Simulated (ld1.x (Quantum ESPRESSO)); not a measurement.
## Before and after: TM potential for nitrogen

* Element: N
* Generator: ld1.x (Quantum ESPRESSO) 7.5
* Type: norm-conserving Troullier–Martins (Kleinman–Bylander form)
* Functional: PBE
* Relativity: scalar-relativistic
* Frozen core: [He]
* Valence charge: 5
* Reference configuration: 2s2 2p1.5 (charge +1.5)
* Partial waves: 2s (bound): rc 0.85 bohr; 2p (bound): rc 2.30 bohr; 3d channel at 0.3 Ry: rc 1.80 bohr
* Local potential: all-electron potential smoothed inside 1.30 bohr (lloc = -1)
* Core correction: none

All-electron outer shells of the reference configuration (PBE, scalar-relativistic, ld1.x):

```json
{"shell": "2s", "level (eV)": "-40.50", "outermost node (bohr)": "0.32", "outermost maximum (bohr)": "0.97"}
{"shell": "2p", "level (eV)": "-28.73", "outermost node (bohr)": "–", "outermost maximum (bohr)": "0.89"}
```

Change: wave 2s (bound): rc 0.85 bohr becomes 2s (bound): rc 0.52 bohr.

Cutoffs: the cutoffs (Ry, on a coarse ladder) from which the occupation-weighted sum of valence levels, in a spherical-Bessel basis at the reference potential, stays within 10 and 1 mRy of its value at 400 Ry; they do not see the model core or the augmentation charge, which bear on the density cutoff. Errors are all-electron minus pseudo energies relative to the spin-unpolarised reference configuration.

**Question.** Predict the effect on cutoff, ghosts and configuration errors.

**Answer.** A bound ghost appears in s, which as a rule spoils a file; of the 7 tests that both files solve, the error grows in 1 and shrinks in 0 by more than 15 % and 0.3 meV (median size 237.5 → 248.3 meV).

| quantity | base | changed |
| --- | --- | --- |
| cutoff, loose | 55 Ry | over 300 Ry |
| cutoff, tight | 140 Ry | over 300 Ry |
| loose cutoff by channel (10 mRy a level) | s 50 Ry, p 25 Ry | s over 300 Ry, p 25 Ry |
| bound ghosts | none | s |
| error for 2s2 2p3, meV [ΔE -25.91 eV] | +238 | +248 |
| error for 2s2 2p2, meV [ΔE -12.32 eV] | +51 | +53 |
| error for 2s2 2p1, meV [ΔE 16.53 eV] | +84 | +87 |
| error for 2s0 2p5, meV [ΔE -2.87 eV] | +756 | +1077 |
| error for 2s1 2p0, meV [ΔE 141.43 eV] | +2213 | +2203 |
| error for 2s2 2p0, meV [ΔE 63.61 eV] | +1142 | +1169 |
| error for 2s2 2p2.5, meV [ΔE -20.82 eV] | +150 | +156 |
| s: phases at 2.48 bohr within 0.05 rad from the reference energy up to (Ry; the scan ends near 5) | to the end of the scan | to the end of the scan |
| p: phases at 2.48 bohr within 0.05 rad from the reference energy up to (Ry; the scan ends near 5) | -0.3 | -0.3 |
| d: phases at 2.48 bohr within 0.05 rad from the reference energy up to (Ry; the scan ends near 5) | 4.6 | 4.6 |

 A true bound ghost makes a file unfit for plane-wave use even where its test errors are small: the radial tests pick states by their node count and pass the ghost by.
